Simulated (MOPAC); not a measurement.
MOPAC input (PM7):

```
PM7 FORCE THERMO(298,298) PRECISE LET UHF MS=0.5 GEO-OK AUX(PRECISION=9) THREADS=1
CH6NSi

C    -1.61044127 1   -0.19351650 1    0.62392272 1
N    -0.56544628 1   -0.41124696 1   -0.30978463 1
Si    1.08203731 1    0.26738289 1   -0.25291236 1
H    -1.94965144 1   -1.18906580 1    1.00705472 1
H    -1.44219204 1    0.45847044 1    1.49918485 1
H    -2.49552721 1    0.20980027 1    0.06992360 1
H     1.97894473 1   -0.87882141 1   -0.22021524 1
H     1.35226030 1    1.13031856 1    0.88693966 1
H     1.23825143 1    1.02512788 1   -1.48608493 1
```

From the output:

```
     H    9   0.166799   0.178274   3.083604

          HEAT OF FORMATION =      23.252903 KCALS/MOLE

          ZERO POINT ENERGY      38.860 KCAL/MOL

           NORMAL COORDINATE ANALYSIS (Total motion = 1 Angstrom)

   Root No.       1         2         3         4         5         6         7         8

                 1 A"      2 A"      1 A'      3 A"      2 A'      3 A'      4 A'      5 A'

                  76.3     115.0     280.6     612.5     630.5     741.7     806.7     841.1

           1   -0.0000   -0.0000   -0.0421    0.0000    0.0440    0.0551    0.0015   -0.0004
           2    0.0000    0.0000   -0.0728   -0.0000    0.0132    0.0271    0.0030   -0.0008
           3   -0.0308   -0.0147   -0.0000    0.0065   -0.0000    0.0000   -0.0000   -0.0000
           4   -0.0000   -0.0000   -0.0474    0.0000    0.0289    0.0129    0.0011    0.0002
           5    0.0000    0.0000    0.0795   -0.0000    0.0114    0.1149    0.0006   -0.0052
           6    0.0472    0.0559   -0.0000    0.0363   -0.0000    0.0000    0.0000    0.0000
           7    0.0000    0.0000    0.0361   -0.0000   -0.0425   -0.0284   -0.0292   -0.0073
           8   -0.0000   -0.0000    0.0066    0.0000   -0.0036   -0.0641   -0.0052   -0.0240
           9   -0.0025   -0.0123    0.0000   -0.0325    0.0000   -0.0000   -0.0000    0.0000
          10   -0.0485   -0.0420    0.0269   -0.0387    0.0383    0.1331    0.0022   -0.0113
          11    0.0657   -0.2160   -0.1135   -0.0038    0.0126   -0.0400   -0.0032    0.0035
          12   -0.0061   -0.1767    0.0008   -0.0142   -0.0002   -0.0007   -0.0023   -0.0014
          13    0.0000    0.0000   -0.1395   -0.0000    0.0412   -0.0728   -0.0052    0.0127
          14    0.0000    0.0000   -0.1305   -0.0000    0.0132   -0.0468   -0.0011    0.0079
          15   -0.1311    0.1919   -0.0000   -0.0139    0.0000   -0.0000   -0.0001   -0.0001
          16    0.0485    0.0420    0.0269    0.0387    0.0383    0.1331    0.0022   -0.0112
          17   -0.0657    0.2160   -0.1135    0.0037    0.0127   -0.0400   -0.0033    0.0034
          18   -0.0061   -0.1767   -0.0008   -0.0142    0.0001    0.0007    0.0023    0.0014
          19    0.1694    0.0313    0.0283   -0.2091   -0.0674   -0.0234    0.3555   -0.0407
          20   -0.0772    0.0420   -0.0747   -0.2346   -0.2076    0.0691    0.0337    0.2920
          21   -0.1253   -0.0295   -0.0010    0.0971    0.0020    0.0105   -0.2484    0.0538
          22    0.0000    0.0000    0.1838   -0.0000    0.2767   -0.1928    0.0705    0.2947
          23    0.0000   -0.0000    0.0852    0.0000    0.1607   -0.1445    0.0407    0.1506
          24    0.1759   -0.0405    0.0000    0.1702    0.0001   -0.0001   -0.0001   -0.0001
          25   -0.1693   -0.0313    0.0283    0.2090   -0.0674   -0.0233    0.3556   -0.0407
          26    0.0771   -0.0420   -0.0747    0.2347   -0.2075    0.0691    0.0335    0.2919
          27   -0.1253   -0.0295    0.0010    0.0971   -0.0019   -0.0105    0.2484   -0.0538

   Root No.       9        10        11        12        13        14        15        16

                 4 A"      5 A"      6 A'      7 A'      6 A"      8 A'      9 A'     10 A'

                 864.2    1013.0    1119.4    1210.1    1264.9    1333.8    1386.4    2305.4

           1   -0.0000    0.0000   -0.0015   -0.0307   -0.0000   -0.1653   -0.0632   -0.0003
           2    0.0000   -0.0000   -0.0781   -0.0207    0.0000    0.0204    0.0014   -0.0000
           3   -0.0032   -0.0753    0.0000   -0.0000   -0.0360   -0.0000   -0.0000   -0.0000
           4   -0.0000    0.0000    0.0158    0.0181   -0.0000    0.1946   -0.0027    0.0012
           5    0.0000   -0.0000    0.0531   -0.0090    0.0000    0.0287   -0.0007    0.0002
           6   -0.0026    0.0386   -0.0000    0.0000   -0.0039   -0.0000    0.0000    0.0000
           7    0.0000   -0.0000   -0.0043   -0.0011    0.0000   -0.0101   -0.0009    0.0176
           8   -0.0000    0.0000   -0.0083   -0.0011   -0.0000   -0.0139    0.0003   -0.0119
           9   -0.0169   -0.0012   -0.0000    0.0000    0.0001    0.0000   -0.0000    0.0000
          10    0.0136    0.3096   -0.1787    0.1520   -0.1837   -0.1255    0.2507   -0.0004
          11    0.0009    0.0172    0.1554    0.2437    0.1979   -0.0902   -0.1092    0.0002
          12    0.0047    0.1122    0.0487    0.2348    0.0349   -0.1112    0.0524   -0.0006
          13    0.0000   -0.0000    0.2991   -0.1660   -0.0000   -0.1820    0.3114   -0.0005
          14    0.0000   -0.0000    0.1329   -0.0901    0.0000   -0.0298    0.2011   -0.0009
          15    0.0074    0.1675    0.0000   -0.0000    0.4114    0.0000   -0.0000   -0.0001
          16   -0.0136   -0.3096   -0.1788    0.1520    0.1836   -0.1255    0.2507   -0.0003
          17   -0.0008   -0.0173    0.1555    0.2437   -0.1978   -0.0902   -0.1093    0.0001
          18    0.0047    0.1122   -0.0487   -0.2348    0.0349    0.1112   -0.0524    0.0006
          19   -0.0562   -0.0099    0.0039   -0.0000    0.0007   -0.0107   -0.0000   -0.1759
          20    0.2504   -0.0234   -0.0008    0.0008    0.0011   -0.0179   -0.0004    0.0195
          21    0.0556    0.0044   -0.0027   -0.0005   -0.0004    0.0073   -0.0009   -0.2720
          22    0.0000   -0.0000   -0.0310    0.0080    0.0000   -0.0000    0.0022   -0.1503
          23    0.0000    0.0000   -0.0195    0.0030   -0.0000   -0.0103    0.0026    0.2891
          24    0.4159   -0.0064    0.0000   -0.0000   -0.0015    0.0000   -0.0001   -0.0001
          25    0.0562    0.0099    0.0039   -0.0000   -0.0007   -0.0107    0.0000   -0.1758
          26   -0.2504    0.0234   -0.0008    0.0008   -0.0011   -0.0179   -0.0005    0.0194
          27    0.0556    0.0044    0.0027    0.0005   -0.0004   -0.0073    0.0009    0.2721

   Root No.      17        18        19        20        21

                 7 A"     11 A'      8 A"     12 A'     13 A'

                2307.2    2314.6    2605.2    2626.7    2727.6

           1   -0.0000    0.0002   -0.0000    0.0067    0.0221
           2    0.0000    0.0004    0.0000   -0.0470    0.0010
           3    0.0001    0.0001   -0.0506   -0.0000   -0.0000
           4   -0.0000   -0.0005   -0.0000   -0.0028    0.0077
           5    0.0000   -0.0013    0.0000   -0.0030    0.0005
           6   -0.0010   -0.0001   -0.0038    0.0000    0.0000
           7    0.0000   -0.0015    0.0000    0.0001    0.0002
           8   -0.0000   -0.0129   -0.0000    0.0002    0.0002
           9   -0.0269    0.0000   -0.0001    0.0000   -0.0000
          10    0.0001    0.0007   -0.1731    0.0957   -0.1028
          11    0.0006   -0.0003   -0.2468    0.1083   -0.1616
          12   -0.0008    0.0004    0.3440   -0.2039    0.2456
          13    0.0000   -0.0015    0.0000   -0.2363   -0.1700
          14    0.0000    0.0001    0.0000    0.3794    0.2998
          15   -0.0001    0.0003   -0.0288   -0.0000   -0.0001
          16   -0.0001    0.0005    0.1731    0.0958   -0.1027
          17   -0.0006   -0.0000    0.2469    0.1083   -0.1617
          18   -0.0008   -0.0004    0.3440    0.2039   -0.2455
          19    0.2743    0.1397    0.0006    0.0001   -0.0007
          20   -0.0380   -0.0266    0.0000    0.0001   -0.0007
          21    0.3891    0.2043    0.0006   -0.0002   -0.0003
          22    0.0001   -0.2317    0.0000    0.0008    0.0001
          23   -0.0001    0.4254   -0.0000    0.0003   -0.0001
          24   -0.0146    0.0003   -0.0001   -0.0000   -0.0001
          25   -0.2743    0.1394   -0.0006    0.0001   -0.0006
          26    0.0380   -0.0261   -0.0000    0.0001   -0.0009
          27    0.3891   -0.2045    0.0006    0.0002    0.0004

           MASS-WEIGHTED COORDINATE ANALYSIS (NORMAL COORDINATES)

   Root No.       1         2         3         4         5         6         7         8

                 1 A"      2 A"      1 A'      3 A"      2 A'      3 A'      4 A'      5 A'

                  76.3     115.0     280.6     612.5     630.5     741.7     806.7     841.1

           1   -0.0000   -0.0000   -0.2427    0.0001    0.2811    0.2739    0.0078   -0.0024
           2    0.0000    0.0000   -0.4200   -0.0002    0.0843    0.1345    0.0159   -0.0050
           3   -0.2352   -0.1002   -0.0001    0.0413   -0.0001    0.0000   -0.0000   -0.0001
           4   -0.0000   -0.0000   -0.2952    0.0001    0.1992    0.0695    0.0066    0.0016
           5    0.0000    0.0000    0.4951   -0.0000    0.0783    0.6166    0.0035   -0.0350
           6    0.3889    0.4128   -0.0000    0.2484   -0.0002    0.0001    0.0002    0.0002
           7    0.0000    0.0000    0.3183   -0.0001   -0.4155   -0.2156   -0.2408   -0.0691
           8   -0.0000   -0.0000    0.0585    0.0001   -0.0347   -0.4871   -0.0425   -0.2280
           9   -0.0296   -0.1282    0.0001   -0.3144    0.0002   -0.0001   -0.0001    0.0000
          10   -0.1071   -0.0831    0.0449   -0.0709    0.0708    0.1915    0.0034   -0.0203
          11    0.1453   -0.4276   -0.1895   -0.0070    0.0233   -0.0575   -0.0050    0.0062
          12   -0.0135   -0.3498    0.0013   -0.0260   -0.0004   -0.0010   -0.0035   -0.0025
          13    0.0000    0.0000   -0.2330   -0.0000    0.0762   -0.1048   -0.0081    0.0229
          14    0.0000    0.0000   -0.2180   -0.0001    0.0244   -0.0674   -0.0018    0.0143
          15   -0.2898    0.3799   -0.0000   -0.0255    0.0000   -0.0000   -0.0001   -0.0001
          16    0.1071    0.0831    0.0449    0.0710    0.0708    0.1915    0.0035   -0.0202
          17   -0.1453    0.4276   -0.1895    0.0069    0.0234   -0.0576   -0.0051    0.0061
          18   -0.0135   -0.3498   -0.0013   -0.0260    0.0002    0.0010    0.0036    0.0025
          19    0.3744    0.0619    0.0472   -0.3835   -0.1246   -0.0336    0.5553   -0.0735
          20   -0.1705    0.0832   -0.1248   -0.4304   -0.3842    0.0995    0.0526    0.5266
          21   -0.2769   -0.0583   -0.0016    0.1781    0.0036    0.0151   -0.3880    0.0971
          22    0.0000    0.0000    0.3069   -0.0001    0.5120   -0.2774    0.1101    0.5315
          23    0.0000   -0.0000    0.1422    0.0000    0.2973   -0.2079    0.0636    0.2716
          24    0.3889   -0.0801    0.0000    0.3123    0.0001   -0.0001   -0.0001   -0.0001
          25   -0.3744   -0.0619    0.0472    0.3835   -0.1246   -0.0336    0.5554   -0.0733
          26    0.1705   -0.0832   -0.1248    0.4305   -0.3840    0.0994    0.0524    0.5265
          27   -0.2769   -0.0583    0.0017    0.1780   -0.0036   -0.0151    0.3881   -0.0970

   Root No.       9        10        11        12        13        14        15        16

                 4 A"      5 A"      6 A'      7 A'      6 A"      8 A'      9 A'     10 A'
```
